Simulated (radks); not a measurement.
Values are calculated unless marked as measured or tabulated.
Fractional charge and spin in the 6s shell of dysprosium: the spin-up occupation runs from 0 to 1 and the spin-down occupation from 0 to 1; the fullest corner is Dy, [Xe] 4f(up 5, down 5) 6s(up 1, down 1). Code: a radial shooting solver on a logarithmic mesh with Libxc functionals. Model: scalar-relativistic Kohn-Sham, LDA (Slater exchange, Perdew-Wang correlation), spin-polarised, spherical densities, finite nucleus; Fermi nuclear charge, rms radius of each element as measured or else 0.836 A^(1/3) + 0.57 fm. Energy (eV) above the fullest corner. The planes named below are the two flat planes that join the four corners, with an edge along up + down = one added electron.

| down \ up | 0 | 0.25 | 0.5 | 0.75 | 1 |
|---|---|---|---|---|---|
| 0 | 18.316 | 14.820 | 11.634 | 8.779 | 6.261 |
| 0.25 | 14.820 | 11.694 | 8.883 | 6.401 | 4.247 |
| 0.5 | 11.634 | 8.883 | 6.446 | 4.330 | 2.533 |
| 0.75 | 8.779 | 6.401 | 4.330 | 2.570 | 1.119 |
| 1 | 6.261 | 4.247 | 2.533 | 1.119 | 0.000 |

Corners above the fullest one (they belong to Dy+ and the next ion): (up 1, down 0) 6.261 eV, (up 0, down 1) 6.261 eV, (up 0, down 0) 18.316 eV. With half an added electron in each spin the energy lies 0.185 eV from the planes, and with half an added electron in spin up alone -0.654 eV. The planes are only a guide here: the flat-plane condition holds for ground states with one frontier orbital, while this shell lies below other occupied shells, so the corners above the fullest one are inner-hole states and not the ground states of those ions.
